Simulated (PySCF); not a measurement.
Nitrogen: a sound run and one with changed settings

Sound run: N⁺ [He] 2s2 2p2, N²⁺ [He] 2s2 2p1. All numbers are calculated (PySCF 2.14, the spin-free X2C one-electron Hamiltonian (Gaussian nucleus), in x2c-TZVPall (5s3p2d1f, 31 functions)). In the sound run the correlated levels freeze 1s2. The sound run starts from symmetry-adapted Hartree-Fock orbitals and uses a fine grid where one is needed.

A second run was set up differently.

| species | method | sound run (hartree) | changed run (hartree) | converged |
| --- | --- | --- | --- | --- |
| N⁺ | MP2 | -53.99196 | -54.00888 | yes |
| N⁺ | CCSD(T) | -54.01473 | -54.03230 | yes |
| N²⁺ | MP2 | -52.90377 | -52.92015 | yes |
| N²⁺ | CCSD(T) | -52.93165 | -52.94851 | yes |

Ionisation energy of N⁺:

```csv
method,sound run (eV),changed run (eV)
UHF,29.203,29.203
MP2,29.611,29.626
SCS-MP2,29.478,29.488
CCSD,29.457,29.478
CCSD(T),29.472,29.491
```

(1) What was changed?
A. a valence shell is frozen
B. minimal basis
C. all electrons correlated in a valence basis
D. basis contracted for another Hamiltonian

Answers

(1) C. A valence basis has no tight correlating functions, so it recovers only part of the core correlation, and not evenly between atom and ion.
